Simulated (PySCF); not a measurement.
WO2F2, SMILES [O]=[W](=[O])([F])[F], multiplicity 1.

Coordinates come from a B3LYP-D3(BJ)/def2-SVP optimisation. The spin state was assumed, not searched. The isomer is the one that the SMILES or the coordinates give; other isomers of the formula were not compared. The def2 effective core potentials stand for the cores of W; spin–orbit coupling is left out.

Method: PBE/def2-TZVP (PySCF).

Symmetry labels are those of the subgroup C2v that the program uses (full group C2v).

Computed valence orbital energies around the gap with their symmetry:
| orbital | symmetry | energy (eV) |
|---|---|---|
| HOMO−7 | B2 | -11.82 |
| HOMO−6 | B1 | -11.19 |
| HOMO−5 | A1 | -10.81 |
| HOMO−4 | B2 | -10.17 |
| HOMO−3 | A2 | -9.59 |
| HOMO−2 | A1 | -9.44 |
| HOMO−1 | B1 | -9.23 |
| HOMO | B2 | -8.17 |
| LUMO | A1 | -3.49 |
| LUMO+1 | A2 | -3.07 |
| LUMO+2 | B1 | -2.14 |
| LUMO+3 | A1 | -1.81 |
